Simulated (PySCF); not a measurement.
Orbital gap (eV) of eight silicon and germanium compounds: PBE beside CAM-B3LYP, computed with PySCF for isolated molecules in the bases named; differences from unrounded values. The eight are the first of their class met in an unordered collection, after screening for sound electronic states; none was chosen by its value. Each molecule has one DFT geometry for both levels.

```tsv
molecule	basis	CAM-B3LYP
germylmethylgermane (CH8Ge2), SMILES [GeH3][CH2][GeH3]	def2-TZVP	11.03
CH8GeSi, SMILES [SiH3][CH2][GeH3]	def2-TZVP	11.11
GeF₂Cl₂, SMILES [F][Ge]([Cl])([Cl])[F]	def2-TZVP	10.34
F₂GeH₄OSi, SMILES O[Si](F)(F)[GeH3]	def2-TZVP	11.44
Ge(F)3(SeH) (F3GeHSe), SMILES [Ge]([F])([F])([SeH])[F]	def2-TZVP	8.81
CH₁₁NSi₄, SMILES N[SiH2][SiH]1[SiH2]C[SiH2]1	def2-TZVP	8.68
C2H4Cl2Si2, SMILES C(#C[SiH](Cl)Cl)[SiH3]	def2-TZVP	9.68
C₂H₈O₂Si, SMILES O[C@@H](C)[SiH2]O	def2-TZVP	10.18
```

**Question.** Estimate the PBE values and say how PBE differs from CAM-B3LYP over the set. (The exact figures need the calculation; the answer reports its results.)

**Answer.** 
| molecule | PBE | difference |
|---|---|---|
| germylmethylgermane (CH8Ge2), SMILES [GeH3][CH2][GeH3] | 6.92 | -4.11 |
| CH8GeSi, SMILES [SiH3][CH2][GeH3] | 6.92 | -4.18 |
| GeF₂Cl₂, SMILES [F][Ge]([Cl])([Cl])[F] | 5.38 | -4.96 |
| F₂GeH₄OSi, SMILES O[Si](F)(F)[GeH3] | 7.01 | -4.43 |
| Ge(F)3(SeH) (F3GeHSe), SMILES [Ge]([F])([F])([SeH])[F] | 4.26 | -4.55 |
| CH₁₁NSi₄, SMILES N[SiH2][SiH]1[SiH2]C[SiH2]1 | 4.59 | -4.09 |
| C2H4Cl2Si2, SMILES C(#C[SiH](Cl)Cl)[SiH3] | 5.14 | -4.54 |
| C₂H₈O₂Si, SMILES O[C@@H](C)[SiH2]O | 5.50 | -4.68 |
PBE lies below CAM-B3LYP in 8 and above it in 0 of the eight; the mean signed difference is -4.44 and the largest -4.96 eV.
